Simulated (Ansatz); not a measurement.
The cluster GeC₂⁺, relaxed as a doublet with UKS r2SCAN-D4/def2-TZVP in Ansatz, starting from the GFN1-xTB geometry. Force threshold 0.02 eV/Å.

The charge 1 doublet is spin-contaminated (final ⟨S²⟩ up to 0.83, 0.75 for a pure state). The relaxation made no stability test and no search for a lower SCF solution. Another isomer (doublet) lies 0.02 eV lower at PBE-D4/def2-TZVP.

Start:

Cartesian coordinates in Å:
```
Ge -0.001 -0.548 -1.564
C 0.005 0.069 0.207
C -0.004 0.479 1.357
```

(1) Estimate the energy that the relaxation releases and the steps that it takes.

(2) Does the start keep its bonding and symmetry?

(3) Predict the relaxed structure.

Answers

(1) 0.2 kcal/mol, in 3 steps; 1.5 s on 4 threads of AMD EPYC 9R45 on a shared host. No frequencies were taken in this run, so the end may be a saddle point.

(2) By distances, no bond broke or formed. The bond that changes most is Ge1–C2, from 1.88 to 1.86 Å (atoms count from 1). Point group C∞v at the start, C∞v at the end, both within 0.05 Å.

(3) 
Cartesian coordinates in Å:
```
Ge -0.001 -0.545 -1.557
C 0.004 0.065 0.197
C -0.004 0.480 1.360
```
Bond lengths: 1 × C–Ge 1.86 Å; 1 × C–C 1.23 Å.
